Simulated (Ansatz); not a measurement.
Compare A (`C=C[Se][SiH2]O`) with its isomer B (`C[SiH2][Se]C=O`).

Isolated molecules relaxed with PBE0-D4/def2-TZVP in Ansatz; ΔE leaves out vibrations. CCSD(T)/CBS is the MP2 limit (def2-TZVPP, def2-QZVPP) plus CCSD(T) − MP2 in def2-TZVPP, frozen cores. DFT in def2-TZVPP. B3LYP here is the variant with VWN-RPA as its local correlation; programs differ in this. For Se outer-core shells are correlated without core-valence functions, which leaves a few kJ/mol of doubt a bond. Scalar relativity is left out up to krypton. One conformer a species, not always the lowest.

(1) Which isomer does CCSD(T)/CBS put lower? Give the gap. (Best estimate.)

(2) Give E(B) − E(A) in kJ/mol with CCSD/def2-TZVPP, B2PLYP, B3LYP, PBE-D4, HF/def2-TZVPP, PBE0-D4, MP2/def2-TZVPP. (Estimate.)

Largest T1 diagnostic: 0.014.

Answers

(1) The calculation gave: A, by 70.8 kJ/mol.

(2) The calculation gave: CCSD/def2-TZVPP 70.3, B2PLYP 57.5, B3LYP 50.8, PBE-D4 35.1, HF/def2-TZVPP 72.9, PBE0-D4 49.3, MP2/def2-TZVPP 70.0. None reverses the order clearly.

From PBE to PBE0 (25 % exact exchange), in def2-TZVPP and without D4, E(B) − E(A) moves by +14.5 kJ/mol. The D4 term adds +4.2 kJ/mol with B3LYP and +2.2 kJ/mol with PBE0; it sums over pairs of atoms, weighted by their polarisabilities, and B3LYP, whose exchange is more repulsive, gets the larger term.
